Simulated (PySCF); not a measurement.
C2H8NPSi.
Numbering: `[CH2:1]=[CH:2][Si@H:3]([NH2:4])[PH2:5]` (hydrogens: H6, H7 on C1; H8 on C2; H9 on Si3; H10, H11 on N4; H12, H13 on P5)

Level of theory: PBE0-D3(BJ)/def2-SVP geometry optimisation, gas phase (PySCF).

Problem. List the bond lengths, angles and torsions at this level.

Solution. 
```json
{"bond": "C1=C2", "length (Å)": "1.339", "order": "double"}
{"bond": "C2–Si3", "length (Å)": "1.873", "order": "single"}
{"bond": "Si3–N4", "length (Å)": "1.732", "order": "single"}
{"bond": "Si3–P5", "length (Å)": "2.265", "order": "single"}
{"bond": "C1–H6", "length (Å)": "1.097", "order": "single"}
{"bond": "C1–H7", "length (Å)": "1.096", "order": "single"}
{"bond": "C2–H8", "length (Å)": "1.099", "order": "single"}
{"bond": "Si3–H9", "length (Å)": "1.496", "order": "single"}
{"bond": "N4–H10, N4–H11", "length (Å)": "1.014", "order": "single"}
{"bond": "P5–H12, P5–H13", "length (Å)": "1.428", "order": "single"}
```

Bonds in one row agree within 0.01 Å and their mean is given. Orders are formal, as drawn. A selection of angles:
```json
{"angle": "C2–C1–H6", "degrees": "121.5"}
{"angle": "C2–C1–H7", "degrees": "122.5"}
{"angle": "H6–C1–H7", "degrees": "116.0"}
{"angle": "C1–C2–Si3", "degrees": "122.8"}
{"angle": "C1–C2–H8", "degrees": "118.1"}
{"angle": "Si3–C2–H8", "degrees": "119.0"}
{"angle": "C2–Si3–N4", "degrees": "117.2"}
{"angle": "C2–Si3–P5", "degrees": "106.8"}
{"angle": "C2–Si3–H9", "degrees": "106.3"}
{"angle": "N4–Si3–P5", "degrees": "104.1"}
{"angle": "N4–Si3–H9", "degrees": "107.8"}
{"angle": "P5–Si3–H9", "degrees": "114.9"}
{"angle": "Si3–N4–H10", "degrees": "119.7"}
{"angle": "H10–N4–H11", "degrees": "111.0"}
{"angle": "Si3–P5–H12", "degrees": "94.8"}
{"angle": "Si3–P5–H13", "degrees": "94.0"}
{"angle": "H12–P5–H13", "degrees": "94.4"}
```

Torsions: C1–C2–Si3–N4 -121° (anticlinal).

N4 (silicon-bound nitrogen) has angles 119.7°, 119.3° and 111.0°, sum 350.1°, 0.22 Å off the plane of its three neighbours. P5 (three-coordinate phosphorus) is pyramidal (angles 94.8°, 94.4° and 94.0°, sum 283.2°, 0.85 Å off the plane of its three neighbours). Si3 (SiH silicon) is distorted tetrahedral (angles from 104.1° to 117.2°).

Point group: C1 (no symmetry element, even within 0.4 Å). No frequency check. The numbers are those of one conformer (C1–C2–Si3–N4 -121°, C2–Si3–N4–H 68° and -75°, C2–Si3–P5–H -154° and -59°).
